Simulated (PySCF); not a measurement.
## Predicted spectroscopic data

PySCF 2.14 calculation with geometry from GFN2-xTB, shieldings: GIAO PBE0/pcSseg-1 and couplings computed with B3LYP/pcJ-1 (spin–dipole term left out of most H,H and C,H couplings); non-relativistic Hamiltonian, a single conformation, no solvent model, equivalent nuclei averaged.

References, each an isolated molecule treated in the same way: $^{1}$H and $^{13}$C against TMS. Multiplet labels drop J under 1 Hz and among equivalent protons, and merge close values. Unscaled 3J(H,H) run several per cent high. Where no couplings were computed, multiplicities follow the n + 1 count of equivalent neighbours, and m marks all less simple cases (inequivalent or close neighbours, rings, F or P nearby). Shifts are as computed. Against solution values, carbons near 30 ppm lie about +3 ppm off and those near 130 ppm about +5 ppm. Of 1211 compounds with measured shifts, 218 miss one by over three times the rms of a fit or turn the order of signals round; such compounds aren't used in these exercises. OH and NH positions are gas-phase values without hydrogen bonding to other molecules.

**1.** `C1([SiH3])=NN=C(C2CC2)O1`, C$_{5}$H$_{8}$N$_{2}$OSi. $^{1}$H NMR (600 MHz, computed): δ 4.52 (s, 3H), 2.61 (m, 1H), 1.14 (m, 2H), 1.06 (m, 2H). $^{13}$C{$^{1}$H} NMR (computed): δ 177.6 (C), 165.5 (C), 11.2 (CH2), 11.0 (CH).

**2.** SMILES COc1[nH]nnc1C#N, C$_{4}$H$_{4}$N$_{4}$O. $^{1}$H NMR (600 MHz, computed): δ 10.35 (br s, 1H), 4.55 (s, 3H). $^{13}$C{$^{1}$H} NMR (computed): δ 168.2 (C), 119.0 (C), 103.9 (C), 61.3 (CH3).
